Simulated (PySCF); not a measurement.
Molfile (atoms numbered from 1):
```
C3H7NOSi
     RDKit          3D

 13 13  0  0  0  0  0  0  0  0999 V2000
   -0.1587   -2.5888    0.0092 O   0  0  0  0  0  0  0  0  0  0  0  0
   -0.0430   -1.3922    0.0899 C   0  0  0  0  0  0  0  0  0  0  0  0
   -1.2109   -0.4166    0.1684 C   0  0  0  0  0  0  0  0  0  0  0  0
   -0.7646    0.9534   -0.3404 C   0  0  0  0  0  0  0  0  0  0  0  0
    0.6290    1.1372    0.0452 N   0  0  0  0  0  0  0  0  0  0  0  0
    1.5704   -0.3128    0.1413 Si  0  0  0  0  0  4  0  0  0  0  0  0
   -1.4665   -0.3496    1.2419 H   0  0  0  0  0  0  0  0  0  0  0  0
   -2.0862   -0.8256   -0.3572 H   0  0  0  0  0  0  0  0  0  0  0  0
   -1.3918    1.7490    0.0946 H   0  0  0  0  0  0  0  0  0  0  0  0
   -0.9102    1.0031   -1.4382 H   0  0  0  0  0  0  0  0  0  0  0  0
    0.9891    2.0773   -0.0516 H   0  0  0  0  0  0  0  0  0  0  0  0
    2.3682   -0.4404    1.3985 H   0  0  0  0  0  0  0  0  0  0  0  0
    2.4812   -0.6129   -1.0097 H   0  0  0  0  0  0  0  0  0  0  0  0
  1  2  2  0
  2  3  1  0
  3  4  1  0
  4  5  1  0
  5  6  1  0
  6  2  1  0
  3  7  1  0
  3  8  1  0
  4  9  1  0
  4 10  1  0
  5 11  1  0
  6 12  1  0
  6 13  1  0
M  END
```

Geometry: PBE0-D3(BJ)/def2-SVP; GIAO shifts from PySCF 2.14.0 with density-fitted response routines, gas phase, non-relativistic, averaged over equivalent atoms.

At PBE0/6-31G (72 basis functions, 7.3 s wall time on 1 thread of an Arm Neoverse V1, shared host):
```
  atoms  δ (ppm)
     O1    803.6
     C2    235.0
     C3     49.0
     C4     41.2
     N5      6.9
    Si6    -42.5
H12/H13     4.94
 H9/H10     3.42
  H7/H8     2.61
    H11    -0.20
```

Referencing at the same level of theory: ¹⁷O (318.49 ppm) against H2O; TMS for ¹³C (199.54 ppm) and ²⁹Si (444.75 ppm) and ¹H (32.61 ppm); ¹⁵N (260.69 ppm) against NH3.

Question: Estimate the result of repeating the calculation with OPBE/pcSseg-1.

Answer: 
| atoms | δ at OPBE/pcSseg-1 | change |
| --- | --- | --- |
| O1 | 790.7 | -12.9 |
| C2 | 233.6 | -1.4 |
| C3 | 49.2 | +0.2 |
| C4 | 44.1 | +2.9 |
| N5 | 35.9 | +29.0 |
| Si6 | -72.0 | -29.5 |
| H12/H13 | 4.68 | -0.26 |
| H9/H10 | 3.53 | +0.11 |
| H7/H8 | 2.31 | -0.30 |
| H11 | 0.97 | +1.17 |

δ = σ(ref) − σ, references computed at the same level: ¹⁷O (σref 332.03) against H2O; ¹³C (σref 185.13), ²⁹Si (σref 360.29), ¹H (σref 31.23) vs TMS; ¹⁵N (σref 264.09) vs NH3.

The largest change is at Si6 (silicon bonded to C, N, 2 H, in a 5-membered ring). Cost: 144 basis functions, 20 s wall time on 1 thread of an Arm Neoverse V1, shared host. The order of the carbon signals is the same at both levels.

Unscaled 17O shifts of doubly bonded oxygen tend to come out too high, by tens of ppm or more. Experimental scales use liquid or dissolved standards, which lie at an offset from isolated NH3 (liquid NH3: subtract about 20 ppm) and H2O (liquid H2O: subtract about 36 ppm).
